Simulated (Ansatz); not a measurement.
This geometry of AlBrF2 + H2 (6 atoms, charge 0, multiplicity 1) is a first-order saddle point.

Theory: Ansatz 0.2.0, RKS r2SCANh/def2-SVP.

```xyz
6
Properties=species:S:1:pos:R:3
Al -0.582 -0.217 0.149
Br 1.970 -0.296 -0.278
F -1.275 -1.165 -1.016
F -0.792 -0.557 1.755
H 1.014 0.899 -0.374
H -0.335 1.335 -0.235
```

Which two structures does it join? (They come from a converged band through this point; their orientation in space is the band's.)

Bonds broken: H5–H6. Bonds formed: Al1–H6, Br2–H5. AlBrF2 + H2 becomes AlBrF2H2.

Initial state:

```xyz
6
Properties=species:S:1:pos:R:3
Al -0.081 -0.611 0.130
Br 2.090 -1.065 -0.034
F -1.087 -0.984 -1.123
F -0.745 -0.221 1.594
H 0.045 1.379 -0.637
H -0.221 1.502 0.069
```

Final state:

```xyz
6
Properties=species:S:1:pos:R:3
Al -0.825 -0.171 0.222
Br 1.859 -0.281 -0.354
F -1.288 -1.300 -0.904
F -0.690 -0.717 1.785
H 1.924 1.107 -0.673
H -0.981 1.362 -0.076
```

How far does it lie above each of them?

136.6 kJ/mol above the first and 21.7 kJ/mol above the second. This is the barrier of this one path; another mechanism may lie lower. The orbitals stay closed-shell, which can raise the energy where a bond breaks towards radicals; this wasn't checked here.

Run time: 52 s on 2 threads of AMD EPYC 9R45 96-Core Processor (Zen 5), on a shared host, peak memory 0.22 GiB.
